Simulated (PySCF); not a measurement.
C2H4O3Si, SMILES [Si](O)(O)(O)C#C. Heavy atoms are numbered as in [CH:1]#[C:2][Si:3]([OH:4])([OH:5])[OH:6]. Hydrogens are named by the atom that carries them.

The structure is a stationary point at PBE-D3(BJ)/def2-SVP. The structure was generated by enumeration, and PubChem lists no compound with its InChIKey, so it may never have been made. Other conformers were not sampled.

Computed with PySCF with KT2/pcSseg-1.

GIAO shieldings, no solvent; atoms alike by connectivity are averaged. δ = σ(ref) − σ: ¹³C against TMS (σ = 185.1 ppm); ²⁹Si against TMS (σ = 361.9 ppm); ¹⁷O against H2O (σ = 330.4 ppm); ¹H against TMS (σ = 31.47 ppm), references at their B3LYP-D3(BJ)/def2-TZVP geometries, non-relativistic.

```json
[
 {"atoms": "C1 (CH)", "nucleus": "¹³C", "count": "1", "δ (ppm)": "…"},
 {"atoms": "C2", "nucleus": "¹³C", "count": "1", "δ (ppm)": "78.0"},
 {"atoms": "Si3", "nucleus": "²⁹Si", "count": "1", "δ (ppm)": "…"},
 {"atoms": "O4 (OH)", "nucleus": "¹⁷O", "count": "3", "δ (ppm)": "73.6"},
 {"atoms": "H on C1", "nucleus": "¹H", "count": "1", "δ (ppm)": "2.90"},
 {"atoms": "H on O4", "nucleus": "¹H", "count": "3", "δ (ppm)": "…"}
]
```

Problem. Complete the blanks. (The exact figures need the calculation; the answer reports its results.)

Solution. 
- C1 (CH), δ (ppm): 91.1
- H on O4, δ (ppm): 2.41
- Si3, δ (ppm): -59.7
